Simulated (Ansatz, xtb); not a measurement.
# C3H8SeSi: which of two isomers lies lower

Structure X is `C=CC[SiH2][SeH]`, a singlet and structure Y is `C=C(C)[SiH2][SeH]`, a singlet. Both are isolated molecules in the gas phase, relaxed with PBE-D3(BJ)/def2-SVP, each in the lowest conformer that the search found.

Estimate which is lower in electronic energy at CCSD(T)/def2-SVP + ΔMP2/def2-TZVPP, and by roughly how much.

Too close to call at this level: CCSD(T)/def2-SVP + ΔMP2/def2-TZVPP gives E(Y) − E(X) = −0.004 eV.

Level by level:

| level | geometry | E(Y) − E(X) (eV) | departure from the last row (eV) | job, with rough time for the two |
| --- | --- | --- | --- | --- |
| GFN2-xTB | GFN2-xTB | −0.039 | −0.035 | optimisation, 0.53 s |
| HF/STO-3G | GFN2-xTB | −0.113 | −0.108 | single point, 0.42 s |
| r2SCAN-D4/def2-SVP | GFN2-xTB | −0.031 | −0.027 | single point, 3.6 s |
| PBE-D3(BJ)/def2-SVP | PBE-D3(BJ)/def2-SVP | +0.017 | +0.021 | optimisation, 32 s |
| HF/def2-SVP | PBE-D3(BJ)/def2-SVP | −0.047 | −0.043 | part of the CCSD(T) run |
| MP2/def2-SVP | PBE-D3(BJ)/def2-SVP | −0.011 | −0.007 | part of the CCSD(T) run |
| CCSD(T)/def2-SVP | PBE-D3(BJ)/def2-SVP | −0.024 | −0.019 | single point |
| CCSD(T)/def2-SVP + ΔMP2/def2-TZVPP | PBE-D3(BJ)/def2-SVP | −0.004 |  | single point, 52 s |

As drawn, both hold the same kinds of bond in the same numbers. Structure X has 0 methyl groups, Y 1.

The largest departure from CCSD(T)/def2-SVP + ΔMP2/def2-TZVPP is that of HF/STO-3G, 0.108 eV. The last row adds to CCSD(T) the change of the MP2 difference between the two basis sets, here +0.019 eV.

With thermal terms from frequencies at re-optimised GFN2-xTB minima (ideal gas, soft modes damped towards free rotors, one conformer each, 298.15 K, 1 atm): the zero-point term adds −0.007 eV; ΔH is +0.001 and ΔG −0.023 eV.

The correlated steps freeze 17 core orbitals; the filled d shell of Se is correlated, in a basis made for valence electrons. Run with Ansatz 0.2.0, xtb 6.7.1; the last row on 4 threads of Arm Neoverse V1 on a shared host.
